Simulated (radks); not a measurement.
Question: Species: Mo. Configuration: [Kr] 4d5 5s1. Method: Dirac Kohn-Sham, LDA (Slater exchange, Perdew-Wang correlation), spin-unpolarised, spherical densities, point nucleus; open shells are shared between the two j in proportion to 2j + 1; speed of light set to 13703.6 atomic units (100 times the physical value, a model run); computed with a radial shooting solver on a logarithmic mesh with Libxc functionals. Some entries of the table are withheld. Estimate them.

orbital  occ.  eigenvalue (eV)  <r> (bohr)
1s1/2       2        -19299.24     0.03634
2s1/2       2        -2680.432      0.1589
2p1/2       2              (1)      0.1361
2p3/2       4              (2)      0.1361
3s1/2       2        -453.9281      0.4417
3p1/2       2        -373.1988      0.4364
3p3/2       4        -373.1972      0.4364
3d3/2       4        -224.7022         (3)
3d5/2       6        -224.7018         (4)
4s1/2       2         -60.8104       1.135
4p1/2       2         -37.8230       1.248
4p3/2       4         -37.8227       1.248
4d3/2       2          -4.1717       1.969
4d5/2       3          -4.1717       1.969
5s1/2       1          -4.0259       3.675
5p1/2       0          -1.1487       5.231
5p3/2       0          -1.1487       5.231
6s1/2       0              (5)       20.06

Answer: 
(1) 2p1/2 eigenvalue (eV): -2470.575
(2) 2p3/2 eigenvalue (eV): -2470.565
(3) 3d3/2 <r> (bohr): 0.4148
(4) 3d5/2 <r> (bohr): 0.4148
(5) 6s1/2 eigenvalue (eV): -0.0241
